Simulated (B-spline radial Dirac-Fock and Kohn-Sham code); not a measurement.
**Kohn-Sham estimates against Dirac-Fock for the levels of Re⁴⁺**

System: rhenium as Re⁴⁺ in the configuration 1s2 2s2 2p6 3s2 3p6 3d10 4s2 4p6 4d10 4f14 5s2 5p6 5d3.

The density-functional columns are spherical, spin-unpolarised Dirac-Kohn-Sham results without Breit or QED terms: −ε is minus the orbital energy of the initial state and ΔSCF the difference of two total energies. The reference in the last column comes from ΔSCF Dirac-Fock with Breit, self-energy and vacuum polarisation, finite nucleus, configuration average. All numbers are from a radial atomic solver, in eV; a selection of levels is shown. For the 1s level of heavy atoms much of the gap between ΔSCF and the reference is the Breit and QED part, -365.3 eV here; for other levels the error of the functional can be larger.

```tsv
level	LDA −ε	LDA ΔSCF	PBE −ε	PBE ΔSCF	Dirac-Fock
1s	71517.9	72084.2	71577.3	72145.5	71730.6
2s	12430.7	12535.6	12439.3	12543.9	12593.4
2p1/2	11903.2	12038.2	11907.1	12041.9	12017.4
2p3/2	10465.2	10580.8	10467.5	10582.9	10594.0
3s	2911.8	2943.1	2914.2	2945.3	2997.7
3p1/2	2675.1	2708.7	2676.0	2709.5	2743.2
3p3/2	2362.9	2393.4	2363.4	2393.8	2430.2
3d3/2	1962.8	1999.3	1962.5	1999.1	2008.3
3d5/2	1894.9	1930.3	1894.7	1930.0	1941.7
4s	642.5	657.8	643.5	658.8	689.3
4p1/2	543.6	558.9	544.1	559.3	582.7
4p3/2	470.5	485.2	471.1	485.8	509.6
4d3/2	307.6	322.0	307.6	322.0	334.4
4d5/2	294.1	308.3	294.2	308.3	321.0
4f5/2	88.74	102.0	88.32	101.6	98.82
4f7/2	86.22	99.37	85.80	98.94	96.43
5s	129.6	138.9	129.2	138.5	142.9
5p1/2	99.21	108.0	98.81	107.6	107.5
5p3/2	87.71	96.06	87.43	95.77	96.00
5d	46.14	52.93	45.80	52.59	51.45
```

Task: Order the estimates of the K (1s) level by their distance from the Dirac-Fock value, nearest first.
A. PBE ΔSCF
B. LDA −ε
C. PBE −ε
D. LDA ΔSCF

Result: C (153.3 eV), B (212.7 eV), D (353.6 eV), A (414.9 eV).

An eigenvalue near the reference for a deep level is a cancellation of errors: it lacks relaxation, carries self-interaction and omits Breit and QED terms.

Values without a named source are computed, but for edge energies of neutral atoms, which are taken from tables.
